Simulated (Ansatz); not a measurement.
C₃H₅FZn, SMILES `C/C=[C](/F)[ZnH]`. Total charge 0; spin multiplicity 1.

```csv
atom,x (Å),y (Å),z (Å)
C1,0.057,1.010,-0.929
C2,0.693,-0.284,-0.557
C3,0.327,-1.014,0.490
F4,1.008,-2.181,0.702
Zn5,-1.074,-0.634,1.781
H6,-0.374,0.967,-1.934
H7,-0.746,1.285,-0.237
H8,0.785,1.827,-0.930
H9,1.506,-0.647,-1.185
H10,-2.183,-0.329,2.799
```

Question: What are the harmonic wavenumbers in cm⁻¹ at PBE0-D4/def2-TZVP (Ansatz, finite differences of forces, unscaled)? (An estimate is asked.)

Answer: Ansatz gave: 109, 186, 248, 264, 338, 416, 498, 515, 572, 870, 947, 1059, 1099, 1149, 1294, 1410, 1460, 1483, 1706, 1928, 3030, 3095, 3098, 3146.

Question: Is this a minimum?

Answer: Yes, all 24 modes are real.

Question: Give the ideal-gas thermochemistry at 298.15 K and 1 bar (rigid rotor, harmonic oscillator; point group Cs, symmetry number 1).

Answer: Zero-point energy 179.0 kJ/mol; H(298) − E = 198.7 kJ/mol; entropy 340.0 J/(mol·K), of which translation 169.1, rotation 114.8, vibration 56.1; G(298) − E = 97.4 kJ/mol.

Question: And at 400, 500, 600, 800 and 1000 K?

Answer: 
| T (K) | H − E (kJ/mol) | S (J/mol/K) | G − E (kJ/mol) |
| --- | --- | --- | --- |
| 400 | 210.0 | 372.3 | 61.0 |
| 500 | 222.7 | 400.7 | 22.4 |
| 600 | 236.9 | 426.5 | -19.0 |
| 800 | 268.6 | 472.1 | -109.0 |
| 1000 | 303.8 | 511.2 | -207.4 |
